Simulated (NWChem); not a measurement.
System: BNH3, doublet; SMILES [NH]B

NWChem input:

```
start job
memory heap 200 mb stack 900 mb global 1100 mb
geometry units angstroms noautosym nocenter noautoz
  B      0.013257     0.706957     0.000000
  N      0.010813    -0.629644     0.000000
  H     -1.014265     1.334155     0.000000
  H      1.073228     1.291980     0.000000
  H      0.289483    -1.593060     0.000000
end
basis spherical
  * library iglo-ii
end
dft
  odft
  mult 2
  xc xcamb88 1.00 lyp 0.81 vwn_5 0.19 hfexch 1.00
  cam 0.33 cam_alpha 0.19 cam_beta 0.46
  iterations 150
end
property
  hyperfine
end
task dft property
```

In the optimisation the excess spin sits in a' (Cs, its own frame). All runs use the structure optimised with B3LYP/6-31G* (spherical d), spin-unrestricted. No stability test was run on the SCF state.

Fermi-contact couplings, non-relativistic, static geometry.

Atoms are numbered as in the input.

What results follow from this input? (CAM-B3LYP/IGLO-II, spin-unrestricted, contact and dipolar terms.) Quantities: A(iso) 11B atom 1 (MHz); A(iso) 14N atom 2 (MHz); A(iso) 1H atom 3 (MHz); A(iso) 1H atom 4 (MHz); A(iso) 1H atom 5 (MHz); <S²>.


| Quantity | Value |
|---|---|
| A(iso) 11B atom 1 (MHz) | -57.8 |
| A(iso) 14N atom 2 (MHz) | 37.0 |
| A(iso) 1H atom 3 (MHz) | 199 |
| A(iso) 1H atom 4 (MHz) | 252 |
| A(iso) 1H atom 5 (MHz) | -49.4 |
| <S²> | 0.758 |
